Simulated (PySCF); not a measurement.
trifluoroacetic acid (C₂HF₃O₂), SMILES O=C(O)C(F)(F)F. Heavy atoms are numbered as in [OH:1][C:2](=[O:3])[C:4]([F:5])([F:6])[F:7]. Hydrogens are named by the atom that carries them.

Coordinates come from a B3LYP-D3(BJ)/def2-SVP optimisation. One conformer was computed; it need not be the lowest.

Method: B3LYP/pcSseg-1 (PySCF).

GIAO shieldings, no solvent; atoms alike by connectivity are averaged. δ = σ(ref) − σ: ¹⁷O against H2O (σ = 333.8 ppm); ¹³C against TMS (σ = 181.3 ppm); ¹⁹F against CFCl3 (σ = 161.7 ppm); ¹H against TMS (σ = 31.68 ppm), references at their B3LYP-D3(BJ)/def2-TZVP geometries, non-relativistic.

```json
[
 {"nucleus": "¹⁷O", "atoms": "O3", "count": "1", "δ (ppm)": "446.9"},
 {"nucleus": "¹⁷O", "atoms": "O1 (OH)", "count": "1", "δ (ppm)": "208.5"},
 {"nucleus": "¹³C", "atoms": "C2", "count": "1", "δ (ppm)": "165.7"},
 {"nucleus": "¹³C", "atoms": "C4", "count": "1", "δ (ppm)": "125.9"},
 {"nucleus": "¹⁹F", "atoms": "F5", "count": "3", "δ (ppm)": "-93.7"},
 {"nucleus": "¹H", "atoms": "H on O1", "count": "1", "δ (ppm)": "6.50"}
]
```
